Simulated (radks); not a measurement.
Q: The mercury ion Hg12+, configuration [Xe] 4f14. Calculated with a radial shooting solver on a logarithmic mesh with Libxc functionals: scalar-relativistic Kohn-Sham, PBE, spin-polarised, spherical densities, finite nucleus; Fermi nuclear charge, rms radius 5.4648 fm. Some entries of the table are withheld. Estimate them.

orbital,occ.,eigenvalue (eV),<r> (bohr)
1s,2,-83362.37,0.01659
2s,2,-14962.59,0.06993
2p,6,-12938.52,0.06328
3s,2,-3720.775,0.1806
3p,6,-3135.589,0.1821
3d,10,-2519.197,0.1649
4s,2,(1),0.3988
4p,6,-797.8989,0.4247
4d,10,-569.5302,0.4472
5s,2,-328.0411,0.8609
4f,14,-315.8301,0.4737
5p,6,-271.0610,(2)

A: 
(1) 4s eigenvalue (eV): -990.1046
(2) 5p <r> (bohr): 0.9530
